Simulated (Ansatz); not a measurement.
Ansatz (a program for electronic structure) input (PBE/def2-TZVPD):

Ansatz 0.2 input:
```yaml
crystal:
  periodic: [false, false, false]
  atoms:
    - {symbol: In, position_ang: [-0.17607404, -0.46186303, -0.36809947]}
    - {symbol: Br, position_ang: [2.45299964, -0.16687288, -0.48244927]}
    - {symbol: Br, position_ang: [-0.87644635, -0.98146639, 2.13222340]}
    - {symbol: Br, position_ang: [-1.33004964, 1.79494752, -1.13443487]}
basis:
  gaussian:
    orbitals: def2-TZVPD
hamiltonian:
  xc: {name: PBE}
total_charge: -1
magnetization: {spin_polarized: true, initial_magnetization: 1}
output: {forces: true}
```

End of the output:

```
integrals: 0.26 GiB planned
1691 factors; their error is unknown
mean field: 1.60 GiB planned
mean field evaluation 1: about -215287.9544 eV, gradient 1.8e1 eV
mean field evaluation 2: about -215287.4995 eV, gradient 1.8e1 eV
mean field evaluation 4: about -215288.5650 eV, gradient 5.9e-1 eV
mean field evaluation 8: about -215288.5557 eV, gradient 1.4e-2 eV
mean field evaluation 16: about -215288.5557 eV, gradient 1.4e-5 eV
mean field -215288.55574981 eV, -7911.7084959812 hartree, gradient 1.4e-5 eV, S^2 0.751790; 0 other end points of the search recorded, 0 dependent functions left out
the calculation of the forces begins
reference -215288.55581192 eV, -7911.7084982638 hartree; 64, 63 occupied and 163, 164 virtual orbitals, 1691 factors
Total energy: -215288.55581192 eV, -7911.7084982638 hartree
Atom 0 at    -0.176074    -0.461863    -0.368099 Å, force     0.014647     0.038226     0.030560 eV/Å
Atom 1 at     2.453000    -0.166873    -0.482449 Å, force     0.012008    -0.015467    -0.014865 eV/Å
Atom 2 at    -0.876446    -0.981466     2.132223 Å, force    -0.011728    -0.021275     0.003775 eV/Å
Atom 3 at    -1.330050     1.794948    -1.134435 Å, force    -0.014927    -0.001484    -0.019470 eV/Å
Dipole moment:    -0.102371    -0.268532    -0.214017 e Å
```
